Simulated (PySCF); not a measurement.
## Correlation energy of P+ (phosphorus, charge +1)

[Ne] 3s2 3p2, high-spin 3P determinant. All numbers are calculated (PySCF 2.14, the non-relativistic Hamiltonian (point nucleus), in aug-cc-pV(D+d)Z). Frozen: [Ne]; 4 electrons correlated.

MP2 pair energies summed by pair of shells (mhartree):

```json
{"pair": "3s-3p", "energy": "-30.88", "share (%)": "60.3"}
{"pair": "3s-3s", "energy": "-14.79", "share (%)": "28.9"}
{"pair": "3p-3p", "energy": "-5.54", "share (%)": "10.8"}
```

Total MP2 correlation energy: -51.22 mhartree.

Same-spin part -8.57 and opposite-spin part -42.65 mhartree; SCS-MP2 scales them by 1/3 and 6/5 to -54.04 mhartree.

```csv
level,correlation energy (mhartree)
CCSD,-73.02
(T),-1.14
CCSD(T),-74.16
```

Diagnostics: T1 = 0.0091, D1 = 0.0249, largest double amplitude 0.105.

Q: Is a single reference adequate?

A: Mostly. T1 lies below 0.03, but a double amplitude of this size points to a near-degeneracy that CCSD handles and MP2 describes poorly.
